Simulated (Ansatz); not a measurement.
Basis-set extrapolation for `FB1B[SiH2]1` (PBE0-D4/def2-TZVP geometry, frozen core, Ansatz 0.2.0). Multiplicity 1, RHF reference.

```csv
,def2-TZVPP,def2-QZVPP
HF,-439.510507,-439.525992
MP2 correlation,-0.568043,-0.612428
CCSD(T) correlation,-0.624804,not run
```

Energies in hartree. Use E(X) = E(∞) + A·exp(−7.88·√X) for Hartree–Fock and E(X) = E(∞) + B·X^(−2.97) for correlation, with X = 3 and 4, and add CCSD(T) minus MP2 of the smaller set to the MP2 limit.

Question: What is the CCSD(T) energy at the basis-set limit?

Answer: HF limit: -439.525992 + (-0.015485) × 0.13774 = -439.52812. MP2 limit: -0.612428 + (-0.044385) × 0.74074 = -0.64531. Higher-order term: -0.624804 − (-0.568043) = -0.05676. Total: -440.23019 hartree, 249.1 kJ/mol below CCSD(T)/def2-TZVPP.
